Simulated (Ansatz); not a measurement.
Reaction (SMILES): C=[SiH2] (CH2-SiH2) → C atom + 4 H atom + Si atom
B3LYP-D3(BJ)/def2-TZVP geometries, fixed; electronic energies without zero-point terms.
Largest species:
```
Si
C 1 1.7009
H 2 1.0823 1 122.25
H 2 1.0823 3 115.51 1 180.00
H 1 1.4730 2 122.63 3 0.00
H 1 1.4730 5 114.74 2 -180.00
```
Charge 0, spin multiplicity 1.

Basis-set convergence of the atomisation energy at B3LYP with Ansatz (a first-principles code). Cartesian d functions, on some or all atoms, in 6-31G*, 6-31+G*, 6-311G**, 6-311+G**; all else is spherical. The program fits the integrals of some runs and decomposes those of others, by size. Open shells are unrestricted. No added dispersion term, no relativity. Functions are those of the species that has most. Reference: the value in aug-pcseg-3, 459.49 kcal/mol, itself unsure by roughly 0.27 kcal/mol (its mean distance from aug-cc-pV(Q+d)Z, cc-pV(5+d)Z, def2-QZVPPD). Deviations are taken from unrounded values.

```
basis            functions  atomisation energy (kcal/mol)
---------------  ---------  -----------------------------
6-31G*                  42                         453.39
6-31+G*                 50                         452.33
def2-SVP                52                         456.30
def2-SVPD               76                         458.21
pcseg-1                 52                         451.85
aug-pcseg-1             86                         453.04
cc-pV(D+d)Z             57                         450.68
aug-cc-pV(D+d)Z         91                         451.03
6-311G**                69                         454.72
6-311+G**               77                         454.33
def2-TZVP               92                         458.32
def2-TZVPD             116                         458.44
pcseg-2                120                         458.71
aug-pcseg-2            188                         458.92
cc-pV(T+d)Z            125                         458.78
aug-cc-pV(T+d)Z        193                         458.65
def2-TZVPP             129                         459.18
def2-TZVPPD            153                         459.22
cc-pV(Q+d)Z            239                         459.92
aug-cc-pV(Q+d)Z        353                         460.00
def2-QZVPP             247                         459.31
def2-QZVPPD            271                         459.32
pcseg-3                256                         459.47
aug-pcseg-3            370                         459.49
```

What the diffuse functions change, pair by pair:
- 6-31G* to 6-31+G*: 8 more functions, deviation -6.10 to -7.16 kcal/mol
- def2-SVP to def2-SVPD: 24 more functions, deviation -3.19 to -1.28 kcal/mol
- pcseg-1 to aug-pcseg-1: 34 more functions, deviation -7.64 to -6.45 kcal/mol
- cc-pV(D+d)Z to aug-cc-pV(D+d)Z: 34 more functions, deviation -8.81 to -8.46 kcal/mol
- 6-311G** to 6-311+G**: 8 more functions, deviation -4.77 to -5.16 kcal/mol
- def2-TZVP to def2-TZVPD: 24 more functions, deviation -1.16 to -1.05 kcal/mol
- pcseg-2 to aug-pcseg-2: 68 more functions, deviation -0.78 to -0.57 kcal/mol
- cc-pV(T+d)Z to aug-cc-pV(T+d)Z: 68 more functions, deviation -0.71 to -0.84 kcal/mol
- def2-TZVPP to def2-TZVPPD: 24 more functions, deviation -0.31 to -0.26 kcal/mol
- cc-pV(Q+d)Z to aug-cc-pV(Q+d)Z: 114 more functions, deviation 0.43 to 0.51 kcal/mol
- def2-QZVPP to def2-QZVPPD: 24 more functions, deviation -0.18 to -0.17 kcal/mol
- pcseg-3 to aug-pcseg-3: 114 more functions, deviation -0.02 to 0.00 kcal/mol

Leaving out the reference's own pair, they bring the value nearer the reference by more than 0.27 kcal/mol in 3 of 11 pairs.
